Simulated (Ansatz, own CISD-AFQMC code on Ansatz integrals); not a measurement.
H4B2Si, SMILES `B1B[SiH2]1` (charge 0, multiplicity 1).

Cartesian coordinates (Å):
```xyz
7

B     -1.1598    -0.5822     0.1558
B     -0.9853     0.8280    -0.2335
Si     0.8166    -0.0941     0.0297
H     -1.2338    -1.7113     0.4665
H     -0.7789     1.9418    -0.5394
H      1.8129     0.9609    -0.2556
H      1.5283    -1.3431     0.3766
```
Charge 0, multiplicity 1.

Frozen-core correlation energies in cc-pVDZ at a geometry from B3LYP-D3(BJ)/def2-TZVP, on an HF energy of -340.50820 Ha (<S^2> = 0.00). Wave-function levels are from Ansatz, the walk from an own CISD-AFQMC code on Ansatz integrals (time step 0.005/Ha, trial state from CCSD amplitudes, largest double 0.11).

```
level     correlation energy (mHa)
--------  ------------------------
MP2                         -276.4
CCSD                        -315.6
CCSD(T)                     -330.3
CCSDT(Q)                    -332.6
```

Question: What correlation energy does phaseless AFQMC give, and where does it lie among these levels?

Answer: -331.6 ± 0.4 mHa (one standard error). AFQMC minus each level: MP2 -55.1 mHa, CCSD -16.0 mHa, CCSD(T) -1.3 mHa, CCSDT(Q) +1.1 mHa.
